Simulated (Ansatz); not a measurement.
Input (CCSDT(Q)/aug-cc-pVDZ; Ansatz, a quantum-chemistry and plane-wave program):

Ansatz 0.2 input:
```yaml
crystal:
  periodic: [false, false, false]
  atoms:
    - {symbol: Ge, position_ang: [0.31417756, -0.03577349, 0.00436708]}
    - {symbol: O, position_ang: [-0.40560350, 1.50944956, 0.57707807]}
    - {symbol: O, position_ang: [-0.92576594, -1.15559958, -0.60872035]}
    - {symbol: H, position_ang: [0.99442283, -0.56904903, 1.28019270]}
    - {symbol: H, position_ang: [1.22462006, 0.22855968, -1.19597336]}
    - {symbol: H, position_ang: [-1.62176946, -1.34555860, 0.02917244]}
basis:
  gaussian:
    orbitals: aug-cc-pVDZ
magnetization: {spin_polarized: true, initial_magnetization: 1}
correlation: {method: ccsdt_q, electrons: outside_noble_gas}
```

Output:

```
Functional definition: HF
integrals: 0.40 GiB planned
1871 factors; integrals over basis functions are off by at most 2.0e-7 eV
mean field: 0.74 GiB planned
mean field evaluation 1: about -60584.5835 eV, gradient 3.9e1 eV
mean field evaluation 2: about -60584.5861 eV, gradient 3.9e1 eV
mean field evaluation 4: about -60593.8858 eV, gradient 7.0e0 eV
mean field evaluation 8: about -60594.8939 eV, gradient 3.6e-1 eV
mean field evaluation 16: about -60594.9029 eV, gradient 1.1e-6 eV
mean field evaluation 32: about -60594.8998 eV, gradient 4.6e-2 eV
mean field evaluation 64: about -60594.7523 eV, gradient 5.8e-1 eV
mean field evaluation 96: about -60594.1394 eV, gradient 2.1e0 eV
mean field evaluation 128: about -60594.8836 eV, gradient 2.6e-1 eV
mean field evaluation 160: about -60588.2915 eV, gradient 6.4e0 eV
mean field evaluation 192: about -60589.3864 eV, gradient 3.9e0 eV
mean field evaluation 224: about -60587.9315 eV, gradient 6.2e0 eV
mean field evaluation 256: about -60587.9475 eV, gradient 5.1e0 eV
mean field evaluation 288: about -60585.4192 eV, gradient 6.9e0 eV
mean field evaluation 320: about -60586.0576 eV, gradient 2.2e0 eV
mean field -60594.90294515 eV, -2226.8216105340 hartree, gradient 1.1e-6 eV, S^2 0.758544; 6 other end points of the search recorded, 0 dependent functions left out
determinant -60594.90294515 eV, -2226.8216105340 hartree, with singles and doubles -60608.25781109 eV, -2227.3123928048 hartree
determinant -60594.75334054 eV, -2226.8161126658 hartree, with singles and doubles -60608.07423172 eV, -2227.3056463876 hartree
determinant -60594.90294515 eV, -2226.8216105340 hartree, with singles and doubles -60608.26269957 eV, -2227.3125724532 hartree
determinant -60594.75334054 eV, -2226.8161126658 hartree, with singles and doubles -60608.07778571 eV, -2227.3057769942 hartree
16 core orbitals not correlated
reference -60594.90294515 eV, -2226.8216105340 hartree; 10, 9 occupied and 83, 84 virtual orbitals, 1871 factors
second order -12.50561424 eV of doubles, -0.00000000 eV of singles
coupled cluster: 16.82 GiB planned
cycle   1  -12.89014785 eV  change   -3.8e-1 eV  update   1.1e-1
cycle   2  -13.41570722 eV  change   -5.3e-1 eV  update   5.2e-2
cycle   3  -13.77137079 eV  change   -3.6e-1 eV  update   2.6e-2
cycle   4  -13.76427085 eV  change    7.1e-3 eV  update   1.1e-2
cycle   5  -13.74618905 eV  change    1.8e-2 eV  update   7.5e-3
cycle   6  -13.75666226 eV  change   -1.0e-2 eV  update   4.5e-3
cycle   7  -13.76480732 eV  change   -8.1e-3 eV  update   2.6e-3
cycle   8  -13.76423947 eV  change    5.7e-4 eV  update   1.5e-3
cycle   9  -13.76346633 eV  change    7.7e-4 eV  update   8.2e-4
cycle  10  -13.76456160 eV  change   -1.1e-3 eV  update   5.7e-4
cycle  11  -13.76350039 eV  change    1.1e-3 eV  update   4.4e-4
cycle  12  -13.76357540 eV  change   -7.5e-5 eV  update   3.6e-4
cycle  13  -13.76372599 eV  change   -1.5e-4 eV  update   3.2e-4
cycle  14  -13.76368447 eV  change    4.2e-5 eV  update   2.9e-4
cycle  15  -13.76366974 eV  change    1.5e-5 eV  update   2.8e-4
cycle  16  -13.76381336 eV  change   -1.4e-4 eV  update   2.7e-4
cycle  17  -13.76377102 eV  change    4.2e-5 eV  update   2.5e-4
cycle  18  -13.76377473 eV  change   -3.7e-6 eV  update   2.4e-4
cycle  19  -13.76386687 eV  change   -9.2e-5 eV  update   2.2e-4
cycle  20  -13.76389123 eV  change   -2.4e-5 eV  update   2.0e-4
cycle  21  -13.76384898 eV  change    4.2e-5 eV  update   1.8e-4
cycle  22  -13.76392082 eV  change   -7.2e-5 eV  update   1.5e-4
cycle  23  -13.76400705 eV  change   -8.6e-5 eV  update   1.2e-4
cycle  24  -13.76397199 eV  change    3.5e-5 eV  update   8.4e-5
cycle  25  -13.76398857 eV  change   -1.7e-5 eV  update   6.0e-5
cycle  26  -13.76401933 eV  change   -3.1e-5 eV  update   4.1e-5
cycle  27  -13.76399181 eV  change    2.8e-5 eV  update   2.5e-5
cycle  28  -13.76398092 eV  change    1.1e-5 eV  update   1.5e-5
cycle  29  -13.76398094 eV  change   -2.3e-8 eV  update   8.9e-6
cycle  30  -13.76397720 eV  change    3.7e-6 eV  update   5.7e-6
cycle  31  -13.76397561 eV  change    1.6e-6 eV  update   3.2e-6
cycle  32  -13.76397686 eV  change   -1.2e-6 eV  update   2.3e-6
perturbative correction -0.03306843 eV, -0.0012152423 hartree
Total energy: -60608.69999044 eV, -2227.3286425962 hartree
```
